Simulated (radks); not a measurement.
Numerical settings for neutral argon, [Ar]. Method: non-relativistic Kohn-Sham, PBE, spin-polarised, spherical densities, point nucleus; computed with a radial shooting solver on a logarithmic mesh with Libxc functionals. The defaults (mesh step 0.008 in ln r, mesh end at 40 bohr or more with all orbitals vanishing there, Anderson mixing 0.5 over 9 steps, residual threshold near 1e-9 with the energy settled to 1e-9 hartree or 1e-11 of itself, here a cap of 99 iterations) give E = -527.3461 hartree and 3p at -10.286 eV in 13 iterations. Run on one thread of a shared host, so times are rough (Intel(R) Xeon(R) Platinum 8488C): 0.11 s of CPU time, 0.11 s wall, 13 iterations on 2597 mesh points. Changes against that run (0 stands for a change within the tolerance of the run):

setting                     iterations         converged  E (mhartree)  e(3p) (meV)  CPU (s)
mesh step in ln r 0.2               99                no      diverged            -     0.31
mesh step in ln r 0.12               4                no      diverged            -     0.01
mesh step in ln r 0.005             13               yes             0            0     0.16
mesh end (bohr) 3                   13               yes          +757    +9.62e+03     0.09
mesh end (bohr) 1                   13  level above zero     +9.38e+04    +4.15e+05     0.08
residual threshold 0.1               9               yes             0      +0.0588      0.1
residual threshold 1e-13            99                no             0            0     0.48
mixing 2.5                          14               yes             0            0     0.11
linear mixing, mixing 0.05          99                no      +0.00147        -45.7     0.64
linear mixing, mixing 0.5           30               yes             0            0     0.27
mixing history 2                    16               yes             0            0     0.15
iteration cap 8                      8                no             0      +0.0588     0.09

Settled on a wrong energy, with an occupied level pushed above zero by the early mesh end: mesh end (bohr) 1 (+93.8 hartree). Apart from these: settings that end as converged yet miss the energy by more than 1 mhartree: mesh end (bohr) 3 (+0.757 hartree). A mesh that ends early acts as a hard wall.
